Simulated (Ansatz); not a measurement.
Na6Au⁺. Total charge 1; singlet. Geometry PBE-D4/def2-SVP; atoms count from 1.

```xyz
7

Au    0.132    2.017   -0.544
Na    1.787    0.701   -2.551
Na   -1.775    2.072    1.658
Na   -1.189   -0.582   -0.834
Na    1.612   -2.735   -1.500
Na    1.317   -0.077    1.158
Na   -1.884   -1.395    2.613
```

In the def2 sets Au takes a core potential; there is no spin–orbit coupling. The restricted singlet is unstable towards broken spin symmetry in Hartree–Fock (as tested in another run); at PBE0-D4/def2-TZVP this wasn't settled. No other spin state of charge 1 was run. Another isomer (singlet) lies 0.05 eV lower at PBE0-D4/def2-TZVP; other spin states weren't run for this one.

(1) Estimate the Mulliken populations from the PBE0/def2-TZVP orbitals of Ansatz.

(2) And the Mayer bond orders between bonded heavy atoms (over 0.3)?

Answers

(1) 
| atom | charge (e) | d electrons |
| --- | --- | --- |
| Au1 | -0.25 | 9.86 |
| Na2 | 0.26 | – |
| Na3 | 0.26 | – |
| Na4 | 0.30 | – |
| Na5 | 0.07 | – |
| Na6 | 0.29 | – |
| Na7 | 0.07 | – |
Mulliken values and Mayer orders depend strongly on the basis.

(2) Na2–Na5 0.39 (3.60 Å); Na3–Na7 0.39 (3.60 Å).
